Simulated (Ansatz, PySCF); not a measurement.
Cl2FHOSn, SMILES [OH][Sn]([Cl])([F])[Cl]. Atoms are numbered in the order given.

```xyz
6

O     -1.8985    -0.6886    -0.6919
Sn    -0.1992    -0.0963     0.1021
F     -0.3571    -0.4281     1.9995
Cl     1.6019    -1.3227    -0.7163
Cl     0.1518     2.1817    -0.2230
H     -2.4889    -1.0250     0.0016
```
Charge 0, spin multiplicity 1.

Coordinates come from a B3LYP-D3(BJ)/def2-SVP optimisation. The structure was generated by enumeration; whether it is a known compound was not checked. The def2 effective core potentials stand for the cores of Sn; spin–orbit coupling is left out. One conformer was computed; it need not be the lowest.

Two levels are set side by side: PBE-D3(BJ)/def2-SVP (Ansatz, an electronic-structure program) and B3LYP-D3(BJ)/def2-SVP (Ansatz). Each level has its own optimised geometry; the coordinates shown are those of the second. Frequencies come from the Hessian of PySCF at each geometry. Differences are taken from unrounded values.

```tsv
quantity	B3LYP-D3(BJ)	PBE-D3(BJ)	PBE-D3(BJ) minus B3LYP-D3(BJ)
mean bond length (Å)	1.905	1.918	0.012
bond O1–Sn2 (Å)	1.967	1.985	0.018
bond Sn2–F3 (Å)	1.933	1.948	0.015
bond Sn2–Cl4 (Å)	2.328	2.337	0.009
bond Sn2–Cl5 (Å)	2.328	2.337	0.009
bond O1–H6 (Å)	0.971	0.981	0.010
highest harmonic wavenumber (cm⁻¹)	3790	3672	-118
mean harmonic wavenumber (cm⁻¹)	626	607	-19
zero-point energy (kcal/mol)	10.73	10.41	-0.32
```

GGA bonds tend to be longer and softer than those of functionals with exact exchange. Differences between two approximate levels are no errors against the true value.
